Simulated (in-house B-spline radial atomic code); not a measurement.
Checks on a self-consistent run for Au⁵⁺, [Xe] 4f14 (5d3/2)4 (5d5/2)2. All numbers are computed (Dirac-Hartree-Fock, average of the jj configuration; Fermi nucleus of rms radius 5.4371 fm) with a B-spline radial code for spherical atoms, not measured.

```json
{"orbital": "1s1/2", "q": "2", "ε (Eh)": "-2988.73652", "<1/r>": "95.678", "<r²>": "0.000393287", "small-component weight": "0.089988"}
{"orbital": "2s1/2", "q": "2", "ε (Eh)": "-534.80732", "<1/r>": "23.5305", "<r²>": "0.00593342", "small-component weight": "0.020644"}
{"orbital": "2p1/2", "q": "2", "ε (Eh)": "-511.90536", "<1/r>": "23.444", "<r²>": "0.00421288", "small-component weight": "0.020682"}
{"orbital": "2p3/2", "q": "4", "ε (Eh)": "-444.32032", "<1/r>": "19.1258", "<r²>": "0.00539684", "small-component weight": "0.018393"}
{"orbital": "3s1/2", "q": "2", "ε (Eh)": "-130.69896", "<1/r>": "8.65035", "<r²>": "0.0384332", "small-component weight": "0.0069137"}
{"orbital": "3p1/2", "q": "2", "ε (Eh)": "-120.46110", "<1/r>": "8.54921", "<r²>": "0.0351485", "small-component weight": "0.0068425"}
{"orbital": "3p3/2", "q": "4", "ε (Eh)": "-105.34170", "<1/r>": "7.4299", "<r²>": "0.0415062", "small-component weight": "0.0061907"}
{"orbital": "3d3/2", "q": "4", "ε (Eh)": "-88.57563", "<1/r>": "7.30846", "<r²>": "0.0319462", "small-component weight": "0.0060468"}
{"orbital": "3d5/2", "q": "6", "ε (Eh)": "-85.34391", "<1/r>": "7.0518", "<r²>": "0.0336912", "small-component weight": "0.0058663"}
{"orbital": "4s1/2", "q": "2", "ε (Eh)": "-31.74045", "<1/r>": "3.63853", "<r²>": "0.186903", "small-component weight": "0.0023114"}
{"orbital": "4p1/2", "q": "2", "ε (Eh)": "-27.34766", "<1/r>": "3.52776", "<r²>": "0.191075", "small-component weight": "0.0022186"}
{"orbital": "4p3/2", "q": "4", "ε (Eh)": "-23.66564", "<1/r>": "3.15693", "<r²>": "0.222115", "small-component weight": "0.0019879"}
{"orbital": "4d3/2", "q": "4", "ε (Eh)": "-16.47860", "<1/r>": "2.95148", "<r²>": "0.234901", "small-component weight": "0.0017861"}
{"orbital": "4d5/2", "q": "6", "ε (Eh)": "-15.75756", "<1/r>": "2.85814", "<r²>": "0.246913", "small-component weight": "0.0017154"}
{"orbital": "4f5/2", "q": "6", "ε (Eh)": "-6.47129", "<1/r>": "2.48744", "<r²>": "0.29117", "small-component weight": "0.0013452"}
{"orbital": "4f7/2", "q": "8", "ε (Eh)": "-6.31174", "<1/r>": "2.45729", "<r²>": "0.296576", "small-component weight": "0.0013221"}
{"orbital": "5s1/2", "q": "2", "ε (Eh)": "-7.21473", "<1/r>": "1.45967", "<r²>": "0.967143", "small-component weight": "0.00056342"}
{"orbital": "5p1/2", "q": "2", "ε (Eh)": "-5.75529", "<1/r>": "1.34325", "<r²>": "1.11968", "small-component weight": "0.00048955"}
{"orbital": "5p3/2", "q": "4", "ε (Eh)": "-4.96441", "<1/r>": "1.22462", "<r²>": "1.29659", "small-component weight": "0.00043126"}
{"orbital": "5d3/2", "q": "4", "ε (Eh)": "-2.90574", "<1/r>": "0.981341", "<r²>": "1.9701", "small-component weight": "0.00028832"}
{"orbital": "5d5/2", "q": "2", "ε (Eh)": "-2.80594", "<1/r>": "0.95165", "<r²>": "2.08209", "small-component weight": "0.00027413"}
```

Electron-electron repulsion V_ee = 6865.6986 hartree.

**Question.** What total energy follows from the eigenvalues?

**Answer.** The eigenvalues count the repulsion twice, so E = Σqε - V_ee = -12163.885 - 6865.699 = -19029.584 hartree; the run printed -19029.584.

**Question.** Does the Dirac virial theorem hold?

**Answer.** For a point nucleus E = -2c²Σq·w, with w the small-component weight. Here Σq·w = 0.50649 and c = 137.0360, so the ratio E/(-2c²Σq·w) is 1.000364; the finite nucleus accounts for the departure from 1.

**Question.** What diamagnetic shielding (Lamb formula) and susceptibility (Langevin formula) do the radii give?

**Answer.** σ = (α²/3)Σq<1/r> = 604.302/(3·137.036²) = 10727 ppm, and χ = -0.79199×10⁻⁶·Σq<r²> = -23.98×10⁻⁶ cm³/mol with Σq<r²> = 30.276 bohr². Both are non-relativistic formulas without the paramagnetism of open shells; for so heavy an element the full relativistic shielding is larger by tens of per cent.
